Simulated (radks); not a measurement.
The numbers below are computed, except where a source is named.
Problem. All-electron atom: Mo2+ in [Kr] 4d3 5s1 (not the ground configuration). Level of theory: scalar-relativistic Kohn-Sham, SCAN, spin-polarised, spherical densities, finite nucleus; open shells are filled with parallel spins first (spin-orbit coupling, left out, can overturn this in heavy ions); meta-GGA in the generalised Kohn-Sham scheme; Fermi nuclear charge, rms radius 4.4091 fm (a radial shooting solver on a logarithmic mesh with Libxc functionals). Some entries of the table are withheld. Estimate them.

orbital  occ.  eigenvalue (eV)  <r> (bohr)
1s up       1        -19888.61     0.03517
1s down     1        -19888.58     0.03517
2s up       1        -2842.469      0.1536
2s down     1        -2841.991      0.1536
2p up       3        -2540.378      0.1340
2p down     3        -2540.001      0.1340
3s up       1        -508.5145      0.4277
3s down     1        -508.2887      0.4278
3p up       3        -408.5404      0.4299
3p down     3        -408.2551      0.4299
3d up       5        -246.8487      0.4152
3d down     5        -246.3570      0.4151
4s up       1         -89.8358       1.103
4s down     1         -87.1753       1.097
4p up       3              (1)       1.221
4p down     3              (2)       1.209
4d up       3         -25.0529       1.662
5s up       1         -20.3673       2.786

Solution. 
(1) 4p up eigenvalue (eV): -62.8891
(2) 4p down eigenvalue (eV): -59.9242
